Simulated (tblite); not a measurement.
C₈H₇OP.
SMILES with atom numbers: `[CH3:1][c:2]1[cH:3][cH:4][c:5]([P:6]=[C:7]=[O:8])[cH:9][cH:10]1` (hydrogens: H11, H12, H13 on C1; H14 on C3; H15 on C4; H16 on C9; H17 on C10)

Cartesian coordinates in Å at the GFN2-xTB level; atoms count from 1:
```
atom  x, y, z in Å
C1    -2.6997    0.7247   -0.1103
C2    -1.2942    0.2189   -0.0140
C3    -0.2203    1.1019    0.0171
C4     1.0815    0.6477    0.0847
C5     1.3373   -0.7203    0.1227
P6     3.0099   -1.4548    0.2156
C7     3.9167   -0.0850    0.2373
O8     4.6978    0.7759    0.2613
C9     0.2683   -1.6120    0.0917
C10   -1.0292   -1.1445    0.0240
H11   -2.9859    0.8255   -1.1578
H12   -3.3936    0.0338    0.3623
H13   -2.7945    1.7005    0.3598
H14   -0.4061    2.1663   -0.0107
H15    1.8952    1.3583    0.1102
H16    0.4583   -2.6758    0.1233
H17   -1.8484   -1.8490    0.0022
```

Level: GFN2-xTB in tblite, geometry and Hessian alike; calculated harmonic values, unscaled, isolated species. Errors from tens to a few hundred cm⁻¹ against measured bands are possible. One conformer, not necessarily the lowest. The optimisation stopped once no atom felt more than 0.01 eV/Å.

Lowest wavenumbers of the output (negative numbers stand for imaginary wavenumbers):
```
mode    cm-1
  1     -29.8
  2       3.6
  3      85.6
  4     102.8
  5     200.8
  6     281.5
  7     337.2
  8     338.0
  9     349.9
 10     363.9
```

Task: Is this structure a minimum?

Result: Not by this Hessian. 1 mode is imaginary beyond 20i (30i cm⁻¹), so at this level the point lies at or near a first-order saddle. The curvature is small, so loose convergence or finite differences may be the whole cause.

Task: Which atoms move in the imaginary mode?

Result: 30i: H11 (methyl hydrogen) 37 %, H12 (methyl hydrogen) 31 %, H13 (methyl hydrogen) 30 %. These are shares of the mass-weighted motion.

Task: What is the remedy?

Result: Step along that mode in both directions, optimise again with tighter thresholds and repeat the frequencies. The zero-point energy of this point (77.5 kcal/mol) counts the 44 real modes alone, and thermal corrections from it aren't those of a minimum.

Hardware: Arm Neoverse V2, one thread, shared host. This covers the Hessian and the dipole derivatives.
